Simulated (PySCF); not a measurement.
A structure optimised at PBE0-D3(BJ)/def2-SVP, used in a PySCF frequency run:

```
C
O 1 1.4006
H 1 1.1067 2 106.93
C 1 1.5212 3 108.04 2 119.26
H 4 1.1003 1 110.34 3 -61.78
H 4 1.1007 5 108.18 1 -122.03
H 4 1.1029 5 108.40 6 -116.83
C 1 1.5212 3 108.04 2 -119.26
H 8 1.1003 1 110.34 3 61.78
H 8 1.1007 9 108.18 1 122.03
H 8 1.1029 9 108.40 10 116.83
Al 2 1.7000 1 140.12 3 -180.00
H 12 1.5809 2 115.30 1 180.00
H 12 1.5892 13 123.68 2 180.00
```

### Question
Write its SMILES, formula and point group.

### Answer
CC(C)[O][AlH2], C₃H₉AlO, Cs

### Question
What are its rotational constants (standard atomic weights)?

### Answer
6.5910, 2.4059, 2.0860 GHz
